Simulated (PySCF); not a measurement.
C₄H₇O₂, SMILES [CH]1COCCO1, multiplicity 2. Geometry optimised at B3LYP-D3(BJ)/def2-SVP. The isomer is the one that the SMILES or the coordinates give; other isomers of the formula were not compared. One conformer was computed; it need not be the lowest.

The numbers are results of PySCF with B3LYP-D3(BJ)/def2-SVP, not measurements.

Harmonic wavenumbers (cm⁻¹): 219, 252, 392, 454, 501, 555, 756, 867, 896, 918, 972, 1047, 1075, 1127, 1169, 1228, 1266, 1293, 1313, 1347, 1382, 1410, 1427, 1451, 1471, 1473, 2850, 2966, 3023, 3090, 3100, 3114, 3181. Rotational constants (GHz): 5.299, 4.795, 2.756; symmetry number 1.

Problem. Work out the zero-point energy and the ideal-gas rigid-rotor harmonic-oscillator thermochemistry at 298.15 K and 1 atm.

Solution. ZPE = ½ Σ hcν = ½ × 47583 cm⁻¹ = 284.61 kJ/mol. H − E(el) = 301.09 kJ/mol. Entropy in J/(mol K): translation 164.46, rotation 108.50, vibration 33.14, spin 5.76, total 311.86. G − E(el) = 208.11 kJ/mol. Cp = 91.44 J/(mol K).
